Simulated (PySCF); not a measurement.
# Polarisability and C₆ of In (indium, neutral)

[Kr] 4d10 5s1 5p2, high-spin 4P determinant (an excited configuration). Computed with PySCF 2.14 in aug-cc-pVQZ-PP with one added diffuse shell each of s, p, d, f, g type with ECP28MDF (8s8p6d4f3g, 117 functions), with a scalar-relativistic core potential. Coupled (time-dependent) response in atomic units; α is the mean over directions.

```tsv
method	mean α (bohr³)	α xx, yy, zz	C₆ (like pair)	S(−4)
r2SCAN0	67.40	53.58, 74.30, 74.30	731.5	1937
```

S(−4) is the Cauchy moment in α(ω) = α(0) + S(−4) ω² + …

Spin-orbit coupling is absent.

α(iu) at r2SCAN0:

```csv
u (hartree),α(iu) (bohr³)
0,67.40
0.0500,62.97
0.100,53.18
0.200,34.62
0.300,23.17
0.500,12.47
0.750,7.368
1.00,5.070
1.50,2.984
2.00,2.017
3.00,1.107
5.00,0.4717
```

The components differ because the open shell of this determinant is not spherical; for a pure term their mean is the scalar polarisability.

Energies and moments cover only the electrons outside the core potential.
